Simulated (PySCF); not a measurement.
SMILES BCC[Si](F)(F)F, GFN2-xTB optimised geometry.

```
13

B      0.68    -0.19    -3.41
C     -0.71    -0.43    -2.72
C     -0.70    -1.15    -1.36
Si     0.14    -0.17     0.00
F     -0.24    -0.66     1.47
F      1.73    -0.17     0.00
F     -0.24     1.37     0.00
H      1.66    -0.66    -2.99
H      0.72     0.45    -4.39
H     -1.24     0.52    -2.62
H     -1.32    -1.01    -3.42
H     -0.20    -2.12    -1.49
H     -1.73    -1.37    -1.07
```

Density from PySCF with PBE/def2-TZVP at that geometry.

Minimum of the electron density along straight lines between bonded atoms, close to the bond critical point (lines longer than 1.1 times the sum of covalent radii, or with two minima, are not listed):

```csv
bond,length / Å,ρ at the minimum / e bohr⁻³,∇²ρ there / e bohr⁻⁵,position (fraction from the first atom)
B1–C2,1.568,0.188,-0.32,0.34
C2–C3,1.542,0.230,-0.51,0.49
C3–Si4,1.875,0.129,0.09,0.61
Si4–F5,1.591,0.144,1.00,0.42
Si4–F6,1.588,0.145,1.02,0.42
Si4–F7,1.590,0.144,1.00,0.42
B1–H8,1.167,0.194,-0.39,0.44
B1–H9,1.168,0.194,-0.39,0.44
C2–H10,1.094,0.270,-0.88,0.64
C2–H11,1.096,0.266,-0.85,0.64
C3–H12,1.092,0.273,-0.90,0.64
C3–H13,1.094,0.272,-0.89,0.64
```
